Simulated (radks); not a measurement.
Results of a calculation; reference values are marked as such.
Effect of the nuclear size on the technetium ion Tc40+, [He] 2s1. Level of theory: Dirac Kohn-Sham, exchange-only LDA, spin-unpolarised, spherical densities, finite nucleus; Fermi nuclear charge, rms radius 4.4112 fm (a radial shooting solver on a logarithmic mesh with Libxc functionals). The rms radius is varied about that value; shifts are against it.

rms radius (fm),total energy shift (eV),density at nucleus (e/bohr^3),1s1/2 shift (meV),2s1/2 shift (meV),2p1/2 (empty) shift (meV),3s1/2 (empty) shift (meV)
3.7583,-0.433,9.588e+04,-197,-25.4,0.540,-7.35
4.1509,-0.180,9.48e+04,-81.8,-10.6,0.224,-3.06
4.4112,0,9.415e+04,0.000,0.000,0.000,0.000
4.8391,0.317,9.317e+04,144,18.6,-0.395,5.38
5.0729,0.501,9.267e+04,228,29.4,-0.624,8.50

Slopes of the eigenvalues against <r^2> in GHz/fm^2, as finite differences over the two radii next to the reference (eigenvalue slopes, not the field-shift constants of lines): 1s1/2 8820, 2s1/2 1140, 2p1/2 (empty) -24.2, 3s1/2 (empty) 330.
